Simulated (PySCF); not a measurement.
**How methods differ on the excitation energy of Cr²⁺**

Cr²⁺ [Ar] 3d4 (5D) → Cr²⁺ [Ar] 3d3 4s1 (5F), as a difference of total energies. All numbers are calculated (PySCF 2.14, scalar relativity by spin-free X2C-1e, in aug-cc-pVQZ-DK (9s8p6d4f3g2h, 140 functions)). Correlated levels: valence: [Ar] frozen. The calculations carry no spin-orbit coupling.

| method | excitation energy (cm⁻¹) |
| --- | --- |
| UHF | 44822 |
| LDA | 50700 |
| PBE | 48800 |
| PBE0 | 49391 |
| r2SCAN | 47578 |
| BP86 | 48806 |
| PW91 | 48935 |
| BLYP | 47086 |
| MP2 (valence) | 48192 |
| SCS-MP2 (valence) | 45945 |

A first-order spin-orbit estimate (lowest level to lowest level, LS coupling) adds -0.025 eV.
